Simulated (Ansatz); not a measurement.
Input for Ansatz (a quantum-chemistry and plane-wave program): R-RI-MP2/def2-QZVPP on O7Re2 (SMILES [O]=[Re](=[O])(=[O])[O][Re](=[O])(=[O])=[O]). Elements past Kr take the def2 small-core potentials; no spin–orbit coupling. The basis file is the Basis Set Exchange's JSON of that set.

Ansatz 0.2 input:
```yaml
crystal:
  periodic: [false, false, false]
  atoms:
    - {symbol: O, position_ang: [0.00000001, -0.00282284, -0.00000209]}
    - {symbol: Re, position_ang: [1.87819310, -0.00025884, 0.00222561]}
    - {symbol: O, position_ang: [2.45338208, 1.37203123, 0.82972533]}
    - {symbol: O, position_ang: [2.45797468, 0.03097896, -1.59826144]}
    - {symbol: O, position_ang: [2.45698236, -1.40133985, 0.77730627]}
    - {symbol: Re, position_ang: [-1.87819296, -0.00025892, -0.00222611]}
    - {symbol: O, position_ang: [-2.45797136, 0.03097906, 1.59826209]}
    - {symbol: O, position_ang: [-2.45698421, -1.40134001, -0.77730510]}
    - {symbol: O, position_ang: [-2.45338371, 1.37203122, -0.82972455]}
basis:
  gaussian:
    orbitals: def2-QZVPP.json
    fitting: {mean_field: def2-universal-JKFIT, correlation: def2-QZVPP-RIFIT.json}
magnetization: {spin_polarized: false}
correlation: {method: mp2, electrons: outside_noble_gas}
scf: {lower_state_search: off}
```

Output:

```
WARN ansatz: RAYON_NUM_THREADS=4 ignored (pool sized by the plan → 4); use --threads N
Functional definition: HF
these checks for a lower state are left out or cut short: stability, starts, cluster_reference, orbital_swaps, neighbouring_geometries, increment
integrals: 1.71 GiB planned
993 factors; integrals over basis functions are off by at most 1.2e0 eV
mean field: 2.65 GiB planned
mean field evaluation 1: about -18457.8143 eV, gradient 1.3e2 eV
mean field evaluation 2: about -18401.2266 eV, gradient 2.4e2 eV
mean field evaluation 4: about -18487.9087 eV, gradient 8.2e0 eV
mean field evaluation 8: about -18488.0236 eV, gradient 2.3e-3 eV
mean field -18488.02359586 eV, -679.4223355154 hartree, gradient 1.4e-6 eV, S^2 0.000000; 0 other end points of the search recorded, 0 dependent functions left out
15 core orbitals not correlated
1491 factors; their error is unknown
reference -18488.02359586 eV, -679.4223355154 hartree; 28, 28 occupied and 532, 532 virtual orbitals, 1491 factors
second order -71.21087085 eV of doubles, -0.00000000 eV of singles
Total energy: -18559.23446671 eV, -682.0392867507 hartree
Checks for a lower state left out: stability, starts, cluster_reference, orbital_swaps, neighbouring_geometries, increment
```

The run converged.

Cost: about 60 core-seconds (a rough figure).
